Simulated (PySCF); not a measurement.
## Kr(3+) (krypton, charge +3) across methods

[Ar] 3d10 4s2 4p3, high-spin 4S determinant. Computed with PySCF 2.14 in x2c-QZVPPall (11s8p5d4f1g, 97 functions), with the spin-free X2C one-electron Hamiltonian (Gaussian nucleus). The B2PLYP total includes its PT2 part (frozen core); its orbital energies are those of the SCF part.

| method | E (hartree) | mean ε 4s α (eV) | mean ε 4s β (eV) | mean ε 4p α (eV) | Σ⟨r²⟩ (bohr²) | ⟨S²⟩ |
| --- | --- | --- | --- | --- | --- | --- |
| revPBE | -2787.240 | -60.473 | -56.652 | -44.701 | 20.92 | 3.750 |
| M06 | -2787.416 | -63.371 | -59.171 | -46.432 | 20.84 | 3.750 |
| LDA | -2783.517 | -60.547 | -57.408 | -44.746 | 20.92 | 3.750 |
| PBE | -2787.048 | -60.490 | -56.864 | -44.712 | 20.93 | 3.750 |
| r2SCAN | -2787.382 | -61.820 | -56.894 | -45.404 | 20.89 | 3.750 |
| UHF | -2785.67847 | -71.502 | -60.838 | -51.171 | 21.05 | 3.751 |
| B2PLYP | -2786.980 | -66.370 | -59.558 | -48.123 | 20.98 | 3.750 |
| CAM-B3LYP | -2787.561 | -64.979 | -60.245 | -47.864 | 20.96 | 3.750 |
| PBE0 | -2787.107 | -63.503 | -58.261 | -46.560 | 20.92 | 3.750 |
